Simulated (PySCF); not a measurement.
Al(F)(OMe)2 (C2H6AlFO2), SMILES [Al]([O]C)([F])[O]C. Geometry optimised at PBE0-D3(BJ)/def2-SVP. The structure was generated by enumeration; whether it is a known compound was not checked. One conformer was computed; it need not be the lowest.

Task: Give the equilibrium geometry at PBE0-D3(BJ)/def2-SVP (PySCF confirms it by a frequency run) as a Z-matrix. (An estimate is asked for; the answer gives what the named calculation found.)

Result: This is not unique; one that fits is 
```
Al
F 1 1.6557
O 1 1.6766 2 118.01
C 3 1.3896 1 138.17 2 179.87
H 4 1.1042 3 110.48 1 121.53
H 4 1.1043 5 107.29 3 -120.54
H 4 1.1054 5 107.69 6 -115.66
O 1 1.6795 2 120.68 3 179.99
C 8 1.3895 1 139.50 2 0.03
H 9 1.1043 8 110.57 1 -120.82
H 9 1.1043 10 107.29 8 120.66
H 9 1.1054 10 107.61 11 115.55
```
Charge 0, spin multiplicity 1.
